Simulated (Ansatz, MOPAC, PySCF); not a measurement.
System: 4-selanylbutan-1-ol, C4H10OSe (charge 0, singlet). SMILES: OCCCC[SeH]
Geometry from a B3LYP-D3(BJ)/def2-TZVP (Ansatz, a quantum-chemistry and plane-wave program) optimisation:
```xyz
16

O     -3.5778    -0.2272     0.7476
C     -3.2382    -0.1524    -0.6343
C     -1.8530    -0.7081    -0.9410
C     -0.7306     0.0521    -0.2338
C      0.6325    -0.5683    -0.4899
Se     2.1364     0.4174     0.3334
H     -3.6388    -1.1557     0.9972
H     -3.2809     0.9094    -0.8842
H     -3.9908    -0.6655    -1.2447
H     -1.7000    -0.6777    -2.0254
H     -1.8228    -1.7674    -0.6577
H     -0.9325     0.0726     0.8388
H     -0.7259     1.0931    -0.5671
H      0.6789    -1.5982    -0.1391
H      0.8764    -0.5695    -1.5533
H      1.6573     0.2455     1.7149
```
Charge 0, spin multiplicity 1.

Unscaled harmonic wavenumbers (cm⁻¹) in rising order, each level at the stationary point that it reaches from this structure (no distance between atoms moves by over 0.3 Å); the order of modes can differ between levels, and a negative number is imaginary. B3LYP-D3(BJ)/def2-TZVP (PySCF, at the structure above): 71, 79, 119, 175, 180, 264, 286, 327, 503, 630, 703, 763, 838, 884, 940, 1045, 1053, 1075, 1091, 1124, 1219, 1250, 1295, 1327, 1340, 1378, 1397, 1414, 1475, 1482, 1505, 1508, 2395, 2991, 3002, 3031, 3039, 3059, 3073, 3078, 3112, 3795.

PM3 (MOPAC): 55, 72, 101, 125, 148, 281, 294, 360, 520, 662, 724, 780, 854, 896, 962, 1009, 1024, 1096, 1111, 1125, 1128, 1149, 1159, 1182, 1275, 1336, 1360, 1378, 1384, 1396, 1411, 1421, 1631, 2939, 2944, 2957, 3025, 3028, 3033, 3033, 3098, 3886. Zero-point energy 82.0 against 84.8 kcal/mol; where all levels lie over 400 cm⁻¹, the wavenumbers are on average 0.971 times those of B3LYP-D3(BJ)/def2-TZVP.

PM6 (MOPAC): 53, 67, 103, 138, 148, 263, 282, 327, 484, 701, 738, 787, 864, 901, 983, 1014, 1061, 1124, 1137, 1158, 1168, 1186, 1197, 1219, 1268, 1269, 1274, 1279, 1282, 1305, 1326, 1354, 2490, 2552, 2644, 2660, 2664, 2681, 2722, 2725, 2735, 2749. Zero-point energy 77.3 against 84.8 kcal/mol; where all levels lie over 400 cm⁻¹, the wavenumbers are on average 0.944 times those of B3LYP-D3(BJ)/def2-TZVP.

HF/6-31G* with LANL2DZ past Ar (Ansatz): 78, 88, 129, 189, 194, 279, 321, 354, 538, 671, 750, 818, 909, 950, 1025, 1120, 1155, 1164, 1204, 1236, 1337, 1374, 1419, 1453, 1472, 1516, 1553, 1564, 1619, 1630, 1648, 1664, 2433, 3173, 3194, 3213, 3226, 3262, 3269, 3276, 3321, 4103. Zero-point energy 91.3 against 84.8 kcal/mol; where all levels lie over 400 cm⁻¹, the wavenumbers are on average 1.082 times those of B3LYP-D3(BJ)/def2-TZVP.

B3LYP/6-31G* with LANL2DZ past Ar (Ansatz): 72, 83, 120, 178, 183, 259, 310, 339, 503, 611, 701, 764, 840, 888, 946, 1051, 1066, 1079, 1105, 1135, 1233, 1265, 1307, 1338, 1352, 1402, 1416, 1434, 1504, 1511, 1532, 1535, 2255, 2998, 3013, 3052, 3057, 3089, 3094, 3101, 3146, 3735. Zero-point energy 85.2 against 84.8 kcal/mol; where all levels lie over 400 cm⁻¹, the wavenumbers are on average 1.005 times those of B3LYP-D3(BJ)/def2-TZVP.
